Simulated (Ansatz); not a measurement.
Cost and result for the atomization energy of H7NSi3 (`[SiH]N([SiH3])[SiH3]`) (11 atoms, 10 bonds).

```xyz
11

Si    0.9850   -1.9264   -0.3180
N     0.1295   -0.4285   -0.1584
Si   -1.2070   -0.0382   -1.2154
Si    0.6283    0.7006    1.0885
H     1.9603   -1.6306    0.8401
H    -1.3892   -1.1757   -2.1509
H    -0.9173    1.2058   -1.9749
H    -2.4459    0.1745   -0.4228
H     0.4919    0.0890    2.4324
H     2.0284    1.1370    0.8690
H    -0.2640    1.8925    1.0105
```

The species carries charge 0 and has multiplicity 1. The geometry is a stationary point of PBE0-D4/def2-TZVP. Program: Ansatz. Hardware: A = 2 threads of an AMD EPYC 7R13 on a shared host; B = 2 threads of an AMD EPYC 7R13 on a shared host and a share of an NVIDIA H100 80 GB. Times are those of one run each, without the atoms' runs, and a repeat can differ threefold. Electronic energies, without spin–orbit coupling; frozen cores. CCSD(T)/CBS extrapolates def2-TZVPP and def2-QZVPP, and its time is that of the two runs behind it. T1 = 0.014; the RHF reference is unstable towards UHF.

CCSD(T)/CBS is a level of theory with its own doubt, some kJ/mol a heavy atom from the limit and from the frozen cores, so smaller differences don't rank the functionals.

```tsv
level	functions	wall time	atomization (kcal/mol)	difference from CCSD(T)/CBS	per bond
LDA (SPW92)/def2-TZVPP [A]	255	3 s	896.6	84.1	8.4
revPBE-D4/def2-TZVPP [A]	255	5.5 s	791.1	-21.4	-2.1
PBE-D4/def2-TZVPP (with forces) [A]	255	5.5 s	802.4	-10.1	-1.0
CCSD(T)/def2-TZVPP [B]	255	6 s	788.4	-24.1	-2.4
CAM-B3LYP-D4/def2-TZVPP [A]	255	9.5 s	814.8	2.3	0.2
CCSD(T)/def2-SVP [A]	103	9.5 s	748.2	-64.3	-6.4
r2SCANh-D4/def2-TZVPP [A]	255	10 s	800.6	-11.9	-1.2
r2SCAN-D4/def2-TZVPP (with forces) [A]	255	10 s	803.7	-8.8	-0.9
B2PLYP/def2-TZVPP [A]	255	15 s	798.9	-13.6	-1.4
PBE-QIDH/def2-TZVPP [A]	255	17 s	795.2	-17.3	-1.7
ωB97M-V/def2-TZVPP (with forces) [A]	255	22 s	815.0	2.5	0.2
CCSD(T)/def2-QZVPP [B]	477	24 s	803.1	-9.4	-0.9
CCSD(T)/CBS(def2)	–	30 s	812.5	0.0	0.0
```

Leaving LDA and LC-ωPBE aside and taking each functional with its dispersion term where it has one, the values, not all of them listed here, spread over 26.9 kcal/mol, from revPBE-D4 to ωB97X-V. LDA lies +101.7 kcal/mol from PBE without D4, its usual overbinding. At CCSD(T), def2-SVP lies −64.4 kcal/mol from the extrapolated value and def2-TZVPP −24.1 kcal/mol: correlation converges slowly with the basis, and small sets miss more of it in the bonded molecule than in its fragments. In def2-TZVPP, CCSD(T) changes the Hartree–Fock value by +194.2 kcal/mol (the triples alone add +9.3 kcal/mol) and MP2 by +191.6 kcal/mol; breaking electron pairs costs correlation energy, which Hartree–Fock lacks.
